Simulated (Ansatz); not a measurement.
Method: frozen-core CCSD(T)/cc-pVQZ // M06-2X/def2-TZVP in Ansatz (an electronic-structure program).

Ansatz 0.2 input:
```yaml
crystal:
  periodic: [false, false, false]
  atoms:
    - { symbol: N, position_ang: [-0.575562, 0.005916, -0.026719] }
    - { symbol: B, position_ang: [0.804331, -0.008192, 0.037051] }
    - { symbol: O, position_ang: [2.011163, -0.021199, 0.092853] }
    - { symbol: H, position_ang: [-1.121724, -0.835388, -0.083793] }
    - { symbol: H, position_ang: [-1.108312, 0.857608, -0.018407] }
basis:
  gaussian: { orbitals: cc-pVQZ }
correlation:
  method: ccsd_t
```

Output:

```
Functional definition: HF
1354 factors; integrals over basis functions are off by at most 1.0e-3 eV
mean field evaluation 1: about -4222.2356 eV, gradient 4.7e1 eV
mean field evaluation 2: about -4222.2357 eV, gradient 4.7e1 eV
mean field evaluation 4: about -4226.3335 eV, gradient 4.1e0 eV
mean field evaluation 8: about -4226.3879 eV, gradient 4.1e-1 eV
mean field evaluation 16: about -4226.3326 eV, gradient 4.1e0 eV
mean field -4226.38888109 eV, -155.3169266309 hartree, gradient 4.3e-6 eV, S^2 0.000000; 0 other end points of the search recorded, 0 dependent functions left out
3 core orbitals not correlated
reference -4226.38888109 eV, -155.3169266309 hartree; 8, 8 occupied and 214, 214 virtual orbitals, 1354 factors
second order -15.63062814 eV of doubles, -0.00000000 eV of singles
cycle   1  -15.21454643 eV  change    4.2e-1 eV  update   9.3e-2
cycle   2  -15.57385061 eV  change   -3.6e-1 eV  update   3.1e-2
cycle   3  -15.67443272 eV  change   -1.0e-1 eV  update   1.5e-2
cycle   4  -15.66177496 eV  change    1.3e-2 eV  update   3.6e-3
cycle   5  -15.66039893 eV  change    1.4e-3 eV  update   1.3e-3
cycle   6  -15.66086064 eV  change   -4.6e-4 eV  update   3.7e-4
cycle   7  -15.66066680 eV  change    1.9e-4 eV  update   1.4e-4
cycle   8  -15.66063660 eV  change    3.0e-5 eV  update   5.2e-5
cycle   9  -15.66066176 eV  change   -2.5e-5 eV  update   2.1e-5
cycle  10  -15.66066090 eV  change    8.6e-7 eV  update   6.9e-6
perturbative correction -0.67620033 eV, -0.0248499039 hartree
Total energy: -4242.72574233 eV, -155.9172952077 hartree
```

Cost: about 2.1 core-minutes (a rough figure).
